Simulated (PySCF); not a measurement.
**Cost of excited-state runs on SMILES F[C@@H]1C[C@H]1[C@H]1CO[SiH2]O1, C₅H₉FO₂Si**

Geometry (Å), atoms numbered from 1 in this order:
```xyz
18

F    -3.266    0.871   -0.529
C    -1.983    0.437   -0.694
C    -1.591   -0.856   -0.059
C    -1.082    0.446    0.498
C     0.374    0.842    0.343
C     1.288    0.010    1.286
O     2.062   -0.855    0.511
Si    1.966   -0.526   -1.089
O     0.819    0.639   -0.967
H    -1.606    0.719   -1.667
H    -0.907   -1.490   -0.599
H    -2.343   -1.383    0.508
H    -1.517    0.782    1.431
H     0.476    1.913    0.565
H     0.690   -0.584    1.982
H     1.954    0.666    1.857
H     1.468   -1.698   -1.790
H     3.188    0.073   -1.600
```

PySCF with density fitting, on 1 thread of an Arm Neoverse V2, shared host. Command: `OMP_NUM_THREADS=1 python excited_run.py task.json out`

How long does each of these runs take, and how much memory?
- magnetisability and related constants, B3LYP/pcSseg-1; usual settings
- magnetisability and related constants, KT3/STO-3G; grid level 4


| run | level | basis functions | wall time | peak memory (GiB) |
| --- | --- | --- | --- | --- |
| magnetisability and related constants | B3LYP/pcSseg-1 | 205 | 34 s | 0.98 |
| magnetisability and related constants | KT3/STO-3G | 58 | 21 s | 0.45 |

Times from a shared host are rough.
